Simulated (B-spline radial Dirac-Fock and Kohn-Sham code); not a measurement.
# Electron momentum distribution of Au⁺: Compton profiles

System: Au⁺, [Xe] 4f14 5d10, inside a Watson sphere of charge -1 and radius 2.2 Å (a model of the Madelung potential; inside it an electron's potential energy is raised by 6.5 eV).

Model: the impulse approximation on Dirac-Fock densities. Program: an atomic code on a B-spline grid. pz is in atomic units of momentum; subshell profiles are per electron, for a selection of subshells; open shells are spread over both j values by their weights.

| pz | J total | J 3p3/2 | J 4p1/2 | J 5d3/2 | J 5d5/2 |
| --- | --- | --- | --- | --- | --- |
| 0 | 8.539 | 0.0459 | 0.0943 | 0.267 | 0.281 |
| 0.22 | 8.513 | 0.0459 | 0.0943 | 0.267 | 0.281 |
| 0.32 | 8.482 | 0.0459 | 0.0943 | 0.267 | 0.280 |
| 0.47 | 8.400 | 0.0459 | 0.0943 | 0.266 | 0.279 |
| 0.68 | 8.179 | 0.0459 | 0.0943 | 0.260 | 0.271 |
| 1 | 7.542 | 0.0459 | 0.0940 | 0.233 | 0.237 |
| 1.5 | 6.108 | 0.0459 | 0.0926 | 0.160 | 0.156 |
| 2.2 | 4.416 | 0.0457 | 0.0877 | 0.0699 | 0.0636 |
| 3.2 | 3.295 | 0.0450 | 0.0732 | 0.0150 | 0.0127 |
| 4.7 | 2.509 | 0.0425 | 0.0427 | 0.00373 | 0.00358 |
| 6.8 | 1.596 | 0.0352 | 0.0134 | 0.00296 | 0.00272 |
| 10 | 0.8563 | 0.0203 | 0.00599 | 0.000662 | 0.000561 |
| 15 | 0.4234 | 0.00534 | 0.00368 | 0.000203 | 0.000197 |
| 22 | 0.1912 | 0.00190 | 0.000566 | 0.000132 | 0.000119 |
| 32 | 0.07701 | 0.00155 | 0.000335 | 3.03e-05 | 2.53e-05 |
| 47 | 0.02703 | 0.000517 | 0.000167 | 3.12e-06 | 2.36e-06 |
| 69 | 0.008958 | 8.28e-05 | 3.70e-05 | < 1e-6 | < 1e-6 |
| 100 | 0.002820 | 9.42e-06 | 5.99e-06 | < 1e-6 | < 1e-6 |
| 150 | 0.0006849 | < 1e-6 | < 1e-6 | < 1e-6 | < 1e-6 |

J(0) = 8.539. The 5d5/2 subshell gives the largest part, 20 %.

Mean momentum ⟨p⟩ by subshell (a.u.): 1s1/2 85.2, 2s1/2 30.4, 2p1/2 40.0, 2p3/2 34.6, 3s1/2 15.3, 3p1/2 18.3, 3p3/2 16.7, 3d3/2 20.0, 3d5/2 19.5, 4s1/2 7.93, 4p1/2 8.91, 4p3/2 8.22, 4d3/2 9.11, 4d5/2 8.88, 4f5/2 9.15, 4f7/2 9.04, 5s1/2 3.31, 5p1/2 3.49, 5p3/2 3.16, 5d3/2 2.69, 5d5/2 2.56.

Values without a named source are computed, but for edge energies of neutral atoms, which are taken from tables.
